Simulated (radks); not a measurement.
Question: The mean radii <r> (bohr) of the occupied orbitals of an atom or ion are listed with their occupations. Calculated with a radial shooting solver on a logarithmic mesh with Libxc functionals: Dirac Kohn-Sham, PBE, spin-unpolarised, spherical densities, finite nucleus; Fermi nuclear charge, rms radius of each element as measured or else 0.836 A^(1/3) + 0.57 fm.

orbital  occ.      <r>
1s1/2       2  0.04700
2s1/2       2   0.2098
2p1/2       2   0.1813
2p3/2       4   0.1849
3s1/2       2   0.6142
3p1/2       2   0.6247
3p3/2       4   0.6344
3d3/2       4   0.6687
3d5/2       4   0.6725
4s1/2       1    1.764
4p1/2       2    2.030
4p3/2       1    2.056

Name the element and its charge. Open shells, if any, fill j = l - 1/2 first.

Answer: Z = 32, germanium, charge +2: Ge2+ in [Ar] 3d8 4s1 4p3. The 1s radius gives Z: for a bare nucleus <r> = (2 gamma + 1)/(2Z) with gamma = sqrt(1 - (Z/c)^2), 0.04601 bohr for Z = 32, and screening makes it slightly larger (0.04700 here). The occupations add up to 30, and the charge is Z minus that.
